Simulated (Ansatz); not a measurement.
This triplet lies 0.15 eV below the relaxed singlet at the level frozen-core CCSD(T)/aug-cc-pVTZ // PBE-D3(BJ)/def2-SVPD (Ansatz, a first-principles code).

Cartesian coordinates (Å):
```xyz
4

B     -0.7631     0.0068     0.3366
C      0.6851     0.0060     0.0507
N      1.8796     0.0083    -0.1014
H     -1.8015    -0.0211    -0.2859
```
Charge -1, spin multiplicity 3.

Calculation: Ansatz with frozen-core CCSD(T)/aug-cc-pVTZ // PBE-D3(BJ)/def2-SVPD.

```json
{
 "HF energy": "-117.57637 Ha",
 "MP2 correlation energy": "-0.41036 Ha"
}
```

Question: Estimate the CCSD correlation energy, the (T) correction, the total energy and the T1 diagnostic.

Answer: 
| Quantity | Result |
|---|---|
| CCSD correlation energy | -0.43811 Ha |
| (T) correction | -0.02394 Ha |
| CCSD(T) total energy | -118.03842 Ha |
| T1 diagnostic | 0.040 |
